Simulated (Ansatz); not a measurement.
PBE exchange is replaced step by step with exact exchange (0 % is PBE, 25 % PBE0; no dispersion term), basis def2-TZVP, Ansatz. System: the cluster MoO₂ (the lowest singlet isomer of a short search). Total charge 0; singlet. Geometry: r2SCAN-D4/def2-TZVP.

Geometry of the singlet:

```xyz
3

Mo   -0.067   -0.455   -0.508
O     1.301    0.409   -0.076
O    -1.234    0.046    0.584
```

In the def2 sets Mo takes a core potential; there is no spin–orbit coupling. At PBE-D4/def2-TZVP, PBE0-D4/def2-TZVP the restricted singlet is unstable: a solution with broken spin symmetry lies lower. The restricted singlet is unstable towards broken spin symmetry at other levels; at PBE with 5 % exact exchange/def2-TZVP, PBE with 10 % exact exchange/def2-TZVP, PBE with 15 % exact exchange/def2-TZVP, PBE with 35 % exact exchange/def2-TZVP and others this wasn't settled. The geometry of the singlet was relaxed on an unsound state (restricted singlet, unstable towards broken spin symmetry). At PBE0-D4/def2-TZVP a triplet of charge 0 lies 0.73 eV below the restricted singlet, each at its own geometry. The structure comes from a short search, and lower isomers may exist.

```
exact exchange (%)  HOMO (eV)  LUMO (eV)  gap (eV)
                 0      -4.96      -4.69      0.26
                 5      -5.17      -4.48      0.69
                10      -5.37      -4.26      1.11
                15      -5.58      -4.04      1.54
                25      -6.01      -3.60      2.41
                35      -6.44      -3.15      3.29
                50      -7.11      -2.69      4.42
```
